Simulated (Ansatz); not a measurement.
A calculation with Ansatz (development build ahead of 0.2.0).

```yaml
crystal:
  periodic: [false, false, false]
  atoms:
    - { symbol: P, position_ang: [0.0, 0.0, 0.0] }
basis:
  gaussian: { orbitals: "6-31G" }
magnetization:
  initial_magnetization: 3
hamiltonian:
  xc: hf
correlation:
  method: mp2
  frozen_orbitals: { P: 5 }
```

The input is written out in the form of the current development build from the run's settings. Correlation on restricted open-shell orbitals is semicanonical, with singles.

Results

```json
{
 "Converged": "yes",
 "Reference energy": "-340.68894 hartree",
 "Correlation energy": "-0.01143 hartree",
 "Total energy": "-340.70037 hartree",
 "Spin squared of the determinant": "3.750"
}
```
